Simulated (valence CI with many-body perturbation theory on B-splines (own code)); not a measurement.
## Which ion has this spectrum?

A relativistic CI+MBPT calculation for an atom or ion with 6 electrons gives these levels (× 10³ cm⁻¹):

| J | Parity | E | g |
| --- | --- | --- | --- |
| 0 | even | 0.00 |  |
| 1 | even | 2063.3 | 1.49 |
| 2 | even | 2183.9 | 1.17 |
| 2 | odd | 3439.5 | 1.59 |
| 1 | odd | 3902.4 | 1.07 |
| 2 | even | 4339.3 | 1.29 |
| 0 | even | 4641.8 |  |
| 2 | odd | 5396.2 | 1.53 |
| 3 | odd | 5660.1 | 1.32 |
| 0 | odd | 5935.4 |  |
| 1 | odd | 6044.3 | 1.29 |
| 2 | odd | 6126.3 | 1.08 |
| 1 | odd | 6157.1 | 1.37 |
| 2 | even | 7619.5 | 1.34 |

The energies are calculated, and their last digits are not significant.

Q: Which is it?
A. I47+
B. Sn44+
C. Sb45+
D. Te46+

A: C. Sb45+, ground level (2s^2 2p1/2^2) J=0.
